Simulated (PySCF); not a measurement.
# Correlation energy of Ar (argon, neutral)

[Ar], closed-shell 1S. Computed with PySCF 2.14 in cc-pVDZ-DK (4s3p1d, 18 functions), with the spin-free X2C one-electron Hamiltonian (Gaussian nucleus). Frozen: [Ne]; 8 electrons correlated.

MP2 pair energies summed by pair of shells (mhartree):

| pair | energy | share (%) |
| --- | --- | --- |
| 3p-3p | -112.30 | 80.0 |
| 3s-3p | -21.59 | 15.4 |
| 3s-3s | -6.50 | 4.6 |

Total MP2 correlation energy: -140.39 mhartree.

Same-spin part -38.66 and opposite-spin part -101.72 mhartree; SCS-MP2 scales them by 1/3 and 6/5 to -134.96 mhartree.

```csv
level,correlation energy (mhartree)
CCSD,-151.90
(T),-1.15
CCSD(T),-153.05
```

Diagnostics: T1 = 0.00075, D1 = 0.0017, largest double amplitude 0.042.

Problem. Is a single reference adequate?

Solution. Yes: T1 lies below 0.03 and no double amplitude reaches 0.07.
